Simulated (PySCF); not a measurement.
## Tin: highly charged ions in a basis for the neutral atom

Sn⁶⁺ [Kr] 4d8, Sn⁷⁺ [Kr] 4d7. Computed with PySCF 2.14 in def2-TZVP with the def2 core potential (28 electrons) (6s5p3d2f, 50 functions), with scalar relativity through the core potential. No spin-orbit coupling, so a gap to NIST mixes the basis error with missing relativistic terms.

Changed run: basis of the neutral atom used for a highly charged ion. This setting is unsound on purpose.

```
species  method  sound run (hartree)  changed run (hartree)  converged
   Sn⁶⁺     UHF              not run             -203.85879        yes
   Sn⁶⁺     PBE              not run             -204.47486        yes
   Sn⁶⁺  M06-2X              not run             -204.42342        yes
   Sn⁷⁺     UHF              not run             -199.63443        yes
   Sn⁷⁺     PBE              not run             -200.19825        yes
   Sn⁷⁺  M06-2X              not run             -200.14520        yes
```

Ionisation energy of Sn⁶⁺:

| method | changed run (eV) | NIST (eV) |
| --- | --- | --- |
| UHF | 114.95 | 112.9 ± 2 |
| PBE | 116.37 | 112.9 ± 2 |
| M06-2X | 116.42 | 112.9 ± 2 |

The contracted functions were made for the neutral atom and can be too rigid for a highly charged ion.
